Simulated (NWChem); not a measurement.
System: CH2F2O2Si; SMILES O1CO[Si]1(F)F

Here is an NWChem input.

```
start job
memory heap 200 mb stack 900 mb global 1100 mb
geometry units angstroms noautoz
  F      0.000000    -1.263413     1.342291
  Si     0.000000     0.000000     0.372723
  F      0.000000     1.263413     1.342291
  O     -1.104788     0.000000    -0.864970
  C      0.000000     0.000000    -1.771886
  O      1.104788     0.000000    -0.864970
  H      0.000000    -0.909155    -2.395358
  H      0.000000     0.909155    -2.395358
end
basis spherical
  * library def2-svp
end
dft
  xc xpbe96 cpbe96
  iterations 150
  mulliken
end
task dft energy
```

Excerpt of the output:

```
             Northwest Computational Chemistry Package (NWChem) 7.3.0
             --------------------------------------------------------

 C2V symmetry detected

                             Geometry "geometry" -> ""
                             -------------------------

 Output coordinates in angstroms (scale by  1.889725989 to convert to a.u.)

  No.       Tag          Charge          X              Y              Z
 ---- ---------------- ---------- -------------- -------------- --------------
    1 F                    9.0000     0.00000000    -1.26341300     1.34018729
    2 Si                  14.0000     0.00000000     0.00000000     0.37061929
    3 F                    9.0000     0.00000000     1.26341300     1.34018729
    4 O                    8.0000    -1.10478800     0.00000000    -0.86707371
    5 C                    6.0000     0.00000000     0.00000000    -1.77398971
    6 O                    8.0000     1.10478800     0.00000000    -0.86707371
    7 H                    1.0000     0.00000000    -0.90915500    -2.39746171
    8 H                    1.0000     0.00000000     0.90915500    -2.39746171

 Effective nuclear repulsion energy (a.u.)     339.6692214715

      Symmetry information
      --------------------

 Group name             C2v
 Group number             16
 Group order               4
 No. of unique centers     5

  pbe96 is a nonlocal functional; adding pw91lda local functional.

                                 NWChem DFT Module
                                 -----------------

 Summary of "ao basis" -> "ao basis" (spherical)
 ------------------------------------------------------------------------------
       Tag                 Description            Shells   Functions and Types
 ---------------- ------------------------------  ------  ---------------------
 F                          def2-svp                 6       14   3s2p1d
 Si                         def2-svp                 8       18   4s3p1d
 O                          def2-svp                 6       14   3s2p1d
 C                          def2-svp                 6       14   3s2p1d
 H                          def2-svp                 3        5   2s1p

      Symmetry analysis of basis
      --------------------------

        a1         40
        a2         11
        b1         22
        b2         25

            General Information
            -------------------
          SCF calculation type: DFT
          Wavefunction type:  closed shell.
          No. of atoms     :     8
          No. of electrons :    56
           Alpha electrons :    28
            Beta electrons :    28
          Charge           :     0
          Spin multiplicity:     1
          Use of symmetry is: on ; symmetry adaption is: on
          Maximum number of iterations: 150
          AO basis - number of functions:    98
                     number of shells:    44
          Convergence on energy requested:  1.00D-06
          Convergence on density requested:  1.00D-05
          Convergence on gradient requested:  5.00D-04

              XC Information
              --------------
          PerdewBurkeErnzerhof Exchange Functional  1.000
            Perdew 1991 LDA Correlation Functional  1.000 local
           PerdewBurkeErnz. Correlation Functional  1.000 non-local

             Grid Information
             ----------------
          Grid used for XC integration:  medium
          Radial quadrature: Mura-Knowles
          Angular quadrature: Lebedev.
          Tag              B.-S. Rad. Rad. Pts. Rad. Cut. Ang. Pts.
          ---              ---------- --------- --------- ---------
          F                   0.50       49          11.0       434
          Si                  1.10       88           9.0       590
          O                   0.60       49           7.0       434
          C                   0.70       49           8.0       434
          H                   0.35       45          10.0       434
          Grid pruning is: on
          Number of quadrature shells:   280
          Spatial weights used:  Erf1

      Superposition of Atomic Density Guess
      -------------------------------------

 Sum of atomic energies:        -675.32924336

      Non-variational initial energy
      ------------------------------

 Total energy =    -677.400202
 1-e energy   =   -1612.511774
 2-e energy   =     595.442351
 HOMO         =      -0.360318
 LUMO         =       0.046081

      Symmetry analysis of molecular orbitals - initial
      -------------------------------------------------

  Numbering of irreducible representations:

     1 a1          2 a2          3 b1          4 b2

  Orbital symmetries:

     1 a1          2 a1          3 b2          4 a1          5 b1
     6 a1          7 a1          8 a1          9 b2         10 b1
    11 a1         12 a1         13 b2         14 b1         15 a1
    16 a1         17 b2         18 b1         19 a1         20 a1
    21 b2         22 a2         23 b1         24 b2         25 a1
    26 a2         27 b1         28 b2         29 a1         30 b1
    31 a1         32 b2         33 b2         34 a1         35 b1
    36 a1         37 a1         38 a1

     ---------------------------------------------
      Total Density - Mulliken Population Analysis
     ---------------------------------------------

    Atom       Charge   Shell Charges
 -----------   ------   -------------------------------------------------------
    1 F    9     9.53   1.99  1.14  0.78  3.49  2.13  0.00
    2 Si  14    12.11   2.00  1.99  0.65  0.06  5.93  0.75  0.31  0.43
    3 F    9     9.53   1.99  1.14  0.78  3.49  2.13  0.00
    4 O    8     8.79   1.99  1.11  0.71  3.02  1.94  0.01
    5 C    6     5.35   1.99  0.90  0.16  1.59  0.63  0.08
    6 O    8     8.79   1.99  1.11  0.71  3.02  1.94  0.01
    7 H    1     0.94   0.70  0.22  0.02
    8 H    1     0.94   0.70  0.22  0.02

   convergence    iter        energy       DeltaE   RMS-Dens  Diis-err
 ---------------- ----- ----------------- --------- --------- ---------
 d= 0,ls=0.0,diis     1   -677.9928426855 -1.02D+03  2.18D-02  1.57D+00
 d= 0,ls=0.0,diis     2   -677.7384542898  2.54D-01  1.24D-02  4.64D+00
 d= 0,ls=0.0,diis     3   -678.1655320502 -4.27D-01  1.53D-03  3.45D-02
 d= 0,ls=0.0,diis     4   -678.1679002652 -2.37D-03  5.80D-04  5.06D-03
 d= 0,ls=0.0,diis     5   -678.1683185912 -4.18D-04  1.39D-04  5.30D-04
  Resetting Diis
 d= 0,ls=0.0,diis     6   -678.1683614981 -4.29D-05  4.87D-05  5.45D-05
 d= 0,ls=0.0,diis     7   -678.1683666933 -5.20D-06  1.86D-05  1.27D-06
 d= 0,ls=0.0,diis     8   -678.1683665081  1.85D-07  1.14D-05  2.90D-06
 d= 0,ls=0.0,diis     9   -678.1683668327 -3.25D-07  1.13D-06  3.53D-08

         Total DFT energy =     -678.168366832668
      One electron energy =    -1614.591696980540
           Coulomb energy =      661.553319105642
    Exchange-Corr. energy =      -64.799210429271
 Nuclear repulsion energy =      339.669221471502

 Numeric. integr. density =       56.000007174964

                  Occupations of the irreducible representations
                  ----------------------------------------------

                     irrep           alpha         beta
                     --------     --------     --------
                     a1               13.0         13.0
                     a2                2.0          2.0
                     b1                6.0          6.0
                     b2                7.0          7.0

                       DFT Final Molecular Orbital Analysis
                       ------------------------------------

 Vector   26  Occ=2.000000D+00  E=-2.954313D-01  Symmetry=b1
              MO Center= -4.2D-15,  1.1D-15, -8.8D-01, r^2= 2.1D+00
   Bfn.  Coefficient  Atom+Function         Bfn.  Coefficient  Atom+Function
  ----- ------------  ---------------      ----- ------------  ---------------
    50      0.443173  4 O  px                78      0.443173  6 O  px
    53      0.307028  4 O  px                81      0.307028  6 O  px
    22     -0.135297  2 Si px                64     -0.132493  5 C  px
    52      0.114759  4 O  pz                80     -0.114759  6 O  pz
    48     -0.082795  4 O  s                 76      0.082795  6 O  s

 Vector   27  Occ=2.000000D+00  E=-2.879080D-01  Symmetry=a2
              MO Center=  3.7D-14,  7.5D-16, -8.0D-01, r^2= 1.9D+00
   Bfn.  Coefficient  Atom+Function         Bfn.  Coefficient  Atom+Function
  ----- ------------  ---------------      ----- ------------  ---------------
    51      0.452773  4 O  py                79     -0.452773  6 O  py
    54      0.345622  4 O  py                82     -0.345622  6 O  py
     4      0.080283  1 F  px                36     -0.080283  3 F  px
    28     -0.064056  2 Si d -2               7     -0.059205  1 F  px
    39      0.059205  3 F  px                70     -0.029834  5 C  d -2

 Vector   28  Occ=2.000000D+00  E=-2.692177D-01  Symmetry=b2
              MO Center= -4.9D-14, -7.3D-16, -1.2D+00, r^2= 2.5D+00
   Bfn.  Coefficient  Atom+Function         Bfn.  Coefficient  Atom+Function
  ----- ------------  ---------------      ----- ------------  ---------------
    51      0.351147  4 O  py                79      0.351147  6 O  py
    89      0.257974  7 H  s                 94     -0.257974  8 H  s
    54      0.244361  4 O  py                82      0.244361  6 O  py
    65     -0.240735  5 C  py                90      0.169809  7 H  s
    95     -0.169809  8 H  s                 26      0.128728  2 Si py

[...]
```

Level: PBE/def2-SVP. The geometry was optimised at PBE0/def2-SVP.
